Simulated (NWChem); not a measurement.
All runs are NWChem calculations. System: silicon dioxide molecule (O$_{2}$Si), charge 0, spin multiplicity 1, at a geometry optimised with PBE/def2-SVP. Level: CCSD(T)/def2-TZVP, 7 core orbitals frozen.

Input file:

```
start mol
memory heap 100 mb stack 700 mb global 1900 mb
geometry units angstroms nocenter noautoz
  O      0.000000     0.000000    -1.540609
  Si     0.000000     0.000000     0.000000
  O      0.000000     0.000000     1.540609
  symmetry group D2h
end
basis spherical
  * library def2-tzvp
end
scf
  rhf
  nopen 0
  maxiter 100
  thresh 1e-7
  semidirect memsize 60000000 filesize 0
end
tce
  freeze core 7
  ccsd(t)
  2eorb
  2emet 13
  thresh 1e-6
  maxiter 100
  tilesize 24
end
task tce energy
```

Output (cleaned and shortened):

```
             Northwest Computational Chemistry Package (NWChem) 7.3.0
             --------------------------------------------------------

                                NWChem Input Module
                                -------------------

 Scaling coordinates for geometry "geometry" by  1.889725989
 (inverse scale =  0.529177249)

 Turning off AUTOSYM since
 SYMMETRY directive was detected!

                             Geometry "geometry" -> ""
                             -------------------------

 Output coordinates in angstroms (scale by  1.889725989 to convert to a.u.)

  No.       Tag          Charge          X              Y              Z
 ---- ---------------- ---------- -------------- -------------- --------------
    1 O                    8.0000     0.00000000     0.00000000    -1.54060900
    2 Si                  14.0000     0.00000000     0.00000000     0.00000000
    3 O                    8.0000     0.00000000     0.00000000     1.54060900

 Effective nuclear repulsion energy (a.u.)      87.9323538574

            Nuclear Dipole moment (a.u.)
            ----------------------------
        X                 Y               Z
 ---------------- ---------------- ----------------
     0.0000000000     0.0000000000     0.0000000000

      Symmetry information
      --------------------

 Group name             D2h
 Group number             26
 Group order               8
 No. of unique centers     2

      Symmetry unique atoms

     1    2


 Summary of "ao basis" -> "" (spherical)
 ------------------------------------------------------------------------------
       Tag                 Description            Shells   Functions and Types
 ---------------- ------------------------------  ------  ---------------------
 *                         def2-tzvp                  on all atoms

 Summary of "ao basis" -> "ao basis" (spherical)
 ------------------------------------------------------------------------------
       Tag                 Description            Shells   Functions and Types
 ---------------- ------------------------------  ------  ---------------------
 O                         def2-tzvp                11       31   5s3p2d1f
 Si                        def2-tzvp                13       37   5s5p2d1f

                                 NWChem SCF Module
                                 -----------------

  ao basis        = "ao basis"
  functions       =    99
  atoms           =     3
  closed shells   =    15
  open shells     =     0
  charge          =   0.00
  wavefunction    = RHF
  use symmetry    = T
  symmetry adapt  = T

 Summary of "ao basis" -> "ao basis" (spherical)
 ------------------------------------------------------------------------------
       Tag                 Description            Shells   Functions and Types
 ---------------- ------------------------------  ------  ---------------------
 O                         def2-tzvp                11       31   5s3p2d1f
 Si                        def2-tzvp                13       37   5s5p2d1f

      Symmetry analysis of basis
      --------------------------

        ag         23
        au          4
        b1g         5
        b1u        21
        b2g         9
        b2u        14
        b3g         9
        b3u        14

 Forming initial guess at       0.0s

      Superposition of Atomic Density Guess
      -------------------------------------

 Sum of atomic energies:        -438.40402499

      Non-variational initial energy
[...]
   Bfn.  Coefficient  Atom+Function         Bfn.  Coefficient  Atom+Function
  ----- ------------  ---------------      ----- ------------  ---------------
    49      0.939658  2 Si px                12     -0.310857  1 O  px
    80     -0.310857  3 O  px                46      0.247545  2 Si px
     6     -0.175095  1 O  px                74     -0.175095  3 O  px

 center of mass
 --------------
 x =   0.00000000 y =   0.00000000 z =   0.00000000

 moments of inertia (a.u.)
 ------------------
         271.140460418421           0.000000000000           0.000000000000
           0.000000000000         271.140460418421           0.000000000000
           0.000000000000           0.000000000000           0.000000000000

  Mulliken analysis of the total density
  --------------------------------------

    Atom       Charge   Shell Charges
 -----------   ------   -------------------------------------------------------
    1 O    8     8.58   0.79  1.18  0.59  0.96  0.31  1.77  1.99  0.96  0.00  0.02  0.00
    2 Si  14    12.85   2.00  0.58  1.39  0.74  0.10  4.12  1.73  0.51  0.83  0.16  0.25  0.31  0.10
    3 O    8     8.58   0.79  1.18  0.59  0.96  0.31  1.77  1.99  0.96  0.00  0.02  0.00

       Multipole analysis of the density wrt the origin
       ------------------------------------------------

     L   x y z        total         open         nuclear
     -   - - -        -----         ----         -------
     0   0 0 0      0.000000      0.000000     30.000000

     1   1 0 0     -0.000000      0.000000      0.000000
     1   0 1 0     -0.000000      0.000000      0.000000
     1   0 0 1     -0.000000      0.000000      0.000000

     2   2 0 0    -14.611267      0.000000      0.000000
     2   1 1 0     -0.000000      0.000000      0.000000
     2   1 0 1     -0.000000      0.000000      0.000000
     2   0 2 0    -14.611267      0.000000      0.000000
     2   0 1 1     -0.000000      0.000000      0.000000
     2   0 0 2    -26.027938      0.000000    135.613372

                   NWChem Extensible Many-Electron Theory Module
                   ---------------------------------------------


            General Information
            -------------------
      Number of processors :     1
         Wavefunction type : Restricted Hartree-Fock
          No. of electrons :    30
           Alpha electrons :    15
            Beta electrons :    15
           No. of orbitals :   198
            Alpha orbitals :    99
             Beta orbitals :    99
        Alpha frozen cores :     7
         Beta frozen cores :     7
     Alpha frozen virtuals :     0
      Beta frozen virtuals :     0
         Spin multiplicity : singlet
    Number of AO functions :    99
       Number of AO shells :    35
        Use of symmetry is : on
      Symmetry adaption is : on
         Schwarz screening : 0.10D-09

          Correlation Information
          -----------------------
          Calculation type : Coupled-cluster singles & doubles w/ perturbation
   Perturbative correction : (T)
            Max iterations :      100
        Residual threshold : 0.10D-05
     T(0) DIIS level shift : 0.00D+00
     L(0) DIIS level shift : 0.00D+00
     T(1) DIIS level shift : 0.00D+00
     L(1) DIIS level shift : 0.00D+00
     T(R) DIIS level shift : 0.00D+00
     T(I) DIIS level shift : 0.00D+00
   CC-T/L Amplitude update :  5-th order DIIS
                I/O scheme : Global Array Library
        L-threshold :  0.10D-05
        EOM-threshold :  0.10D-05
 no EOMCCSD initial starts read in
 TCE RESTART OPTIONS
 SLICE:      F
 D4D5:       F
 quantumc:   F
 qrotation:  F
 pwtce:      F
 qducc:      F
 nacto:                         0
 nrotv:                         0
 nrot:                          0

            Memory Information
            ------------------
          Available GA space size is     249026999 doubles
          Available MA space size is     104850204 doubles

 Maximum block size supplied by input
 Maximum block size        24 doubles

 tile_dim =     18

 -------------------------------------------------

 Global array virtual files algorithm will be used

 Parallel file system coherency ......... OK

 4-electron integrals stored in orbital form

 v2    file size   =          1995839
 4-index algorithm nr.  13 is used
 imaxsize =       30
 imaxsize ichop =        0


CCSD iterations
 ---------------------------------------------------------
 Iter          Residuum       Correlation     Cpu    Wall
 ---------------------------------------------------------
    1   0.2202732576089  -0.5904287430506     0.9     0.9
    2   0.0570575969158  -0.5597558369100     0.9     0.9
    3   0.0209726809018  -0.5778210119538     0.9     0.9
    4   0.0134413933649  -0.5745540037175     0.9     0.9
    5   0.0060066179920  -0.5774297844880     0.9     0.9
    6   0.0016320916295  -0.5771575908953     0.9     0.9
    7   0.0007604922031  -0.5771260677137     0.9     0.9
    8   0.0002824315326  -0.5771670791923     0.9     0.9
    9   0.0002276578727  -0.5771600178973     0.9     0.9
   10   0.0000810729411  -0.5771824243835     0.9     0.9
   11   0.0000258263977  -0.5771885145890     0.9     0.9
   12   0.0000141543399  -0.5771855550013     0.9     0.9
   13   0.0000065386747  -0.5771873321417     0.9     0.9
   14   0.0000051509249  -0.5771866390062     0.9     0.9
   15   0.0000024327940  -0.5771871449654     0.9     0.9
   16   0.0000007358513  -0.5771870740326     0.9     0.9
 -----------------------------------------------------------------
 Iterations converged
 CCSD correlation energy / hartree =        -0.577187074032611
 CCSD total energy / hartree       =      -439.297753562093590

 Singles contributions

 Doubles contributions
 CCSD(T)
 Using plain CCSD(T) code
             total no. of tasks         5376
 total no. of tasks / no. procs         5376
                         wl_min          128           2.2
                         wl_max        46656           6.0
        thresh for no. of tasks         5376

 CCSD[T]  correction energy / hartree =        -0.033662717922319
 CCSD[T] correlation energy / hartree =        -0.610849791954930
 CCSD[T] total energy / hartree       =      -439.331416280015901
 CCSD(T)  correction energy / hartree =        -0.030149677635698
 CCSD(T) correlation energy / hartree =        -0.607336751668309
 CCSD(T) total energy / hartree       =      -439.327903239729267

 Task  times  cpu:       35.8s     wall:       35.8s

 Total times  cpu:       35.9s     wall:       35.9s
```
